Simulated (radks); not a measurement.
Problem. These are the eigenvalues of the occupied orbitals of an atom or ion with whole-number occupations (hartree). Calculated with a radial shooting solver on a logarithmic mesh with Libxc functionals: Dirac Kohn-Sham, PBE, spin-unpolarised, spherical densities, finite nucleus; Fermi nuclear charge, rms radius of each element as measured or else 0.836 A^(1/3) + 0.57 fm.

1s1/2: -116.9043
2s1/2: -12.45991
2p1/2: -10.15126
2p3/2: -10.06410
3s1/2: -1.56077
3p1/2: -1.00237
3p3/2: -0.99341
3d3/2: -0.22479

Which element is it, and in what charge state? The configuration may be excited. Open shells, if any, fill j = l - 1/2 first.

Solution. Z = 18, argon, charge +1: Ar+ in [He] 2s2 2p5 3s2 3p5 3d1. The list shows which subshells hold electrons but not how many an open one holds; the 1s level, -116.9 hartree, gives Z - s = 15.3 by -(Z - s)^2/2, which with screening and relativity narrows Z to a few neighbours, and the depths of the outer levels then fix element, charge and occupations together.
